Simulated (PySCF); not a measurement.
germanium monoxide (GeO), SMILES [O]=[Ge] (connectivity only; charge and spin as stated), neutral, multiplicity 1.

Geometry optimised at PBE-D3(BJ)/def2-TZVPD.

The numbers are results of PBE-D3(BJ)/def2-TZVPD in PySCF, not measurements.

Frequencies are harmonic and unscaled.

Computed harmonic wavenumbers and intensities:
| mode | ν (cm⁻¹) | IR (km/mol) | moving atoms (share of kinetic energy) |
|---|---|---|---|
| 1 | 956 | 51.4 | O 82 %, Ge 18 % |
